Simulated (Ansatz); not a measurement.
C₂H₈InN, SMILES `C[NH][InH][CH3]`. Total charge 0; spin multiplicity 1. In: def2 effective core potential. The geometry is a stationary point of PBE0-D4/def2-TZVP. It is one conformer, not always the lowest.

```xyz
12

C     1.643    1.642   -0.194
N     0.386    0.958   -0.011
In    0.026   -1.026   -0.075
C    -2.013   -1.593    0.266
H     1.948    2.216    0.692
H     1.629    2.338   -1.044
H     2.438    0.917   -0.391
H    -0.375    1.594    0.171
H     1.435   -1.954   -0.396
H    -2.646   -0.708    0.342
H    -2.095   -2.164    1.192
H    -2.377   -2.219   -0.550
```

Question: What is the dipole moment at r2SCAN/def2-TZVPP? (An estimate is asked.)

Answer: Ansatz gave: 0.80 D, with components (-0.76, 0.18, 0.16) D in this frame, pointing from negative to positive charge.

Question: And with PBE, B3LYP, ωB97M-V? (An estimate is asked.)

Answer: Ansatz gave: PBE 0.81 D, B3LYP 0.79 D, ωB97M-V 0.78 D.

Question: Give the Mulliken charges with r2SCAN, B3LYP, ωB97M-V in def2-TZVPP. (Estimate.)

Answer: The calculation gave: 
```
atom  r2SCAN  B3LYP  ωB97M-V
  C1   -0.01  -0.15    -0.20
  N2   -0.47  -0.43    -0.44
 In3    0.58   0.62     0.56
  C4   -0.47  -0.56    -0.59
  H5    0.04   0.08     0.10
  H6    0.04   0.08     0.10
  H7    0.04   0.08     0.09
  H8    0.13   0.12     0.10
  H9   -0.14  -0.15    -0.10
 H10    0.08   0.11     0.12
 H11    0.08   0.11     0.13
 H12    0.08   0.11     0.13
```

B3LYP here is the variant with VWN-RPA as its local correlation; programs differ in this.
